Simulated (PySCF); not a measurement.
## Dipole response of Os (osmium, neutral)

[Xe] 4f14 5d6 6s2, high-spin 5D determinant. Computed with PySCF 2.14 in aug-cc-pVTZ-PP with ECP60MDF (6s6p5d3f2g, 88 functions), with scalar relativity through the core potential. Coupled (time-dependent) response in atomic units; α is the mean over directions.

| method | mean α (bohr³) | α xx, yy, zz | C₆ (like pair) | S(−4) |
| --- | --- | --- | --- | --- |
| UHF | 76.69 | 78.27, 78.27, 73.55 | 872.5 | 4001 |
| PBE | 55.44 | 54.40, 54.40, 57.51 | 625.7 | 1187 |
| PBE0 | 58.36 | 58.92, 58.92, 57.24 | 663.0 | 1372 |

S(−4) is the Cauchy moment in α(ω) = α(0) + S(−4) ω² + …

Reference α: 57 ± 3 bohr³ (recommended; Schwerdtfeger and Nagle, table of static dipole polarizabilities (2023 update)). Published C₆: 584.0 (Gould and Bucko (2016)).

Spin-orbit coupling is absent.

Hartree-Fock lies above the reference because it lacks correlation, which contracts the outer shell.

α(iu) at UHF:

| u (hartree) | α(iu) (bohr³) |
| --- | --- |
| 0 | 76.69 |
| 0.0500 | 68.83 |
| 0.100 | 55.95 |
| 0.200 | 36.30 |
| 0.300 | 25.06 |
| 0.500 | 14.53 |
| 0.750 | 9.120 |
| 1.00 | 6.448 |
| 1.50 | 3.829 |
| 2.00 | 2.564 |
| 3.00 | 1.382 |
| 5.00 | 0.5811 |

A single London oscillator, α(iu) = α/(1 + u²/ω²), gives C₆ = (3/4) ω α². Matching the computed C₆ needs ω = 4 × 872.5 / (3 × 76.69²) = 0.198 hartree.

The components differ because the open shell of this determinant is not spherical; for a pure term their mean is the scalar polarisability.

Energies and moments cover only the electrons outside the core potential. Spin-orbit coupling, absent here, splits the open shell strongly.
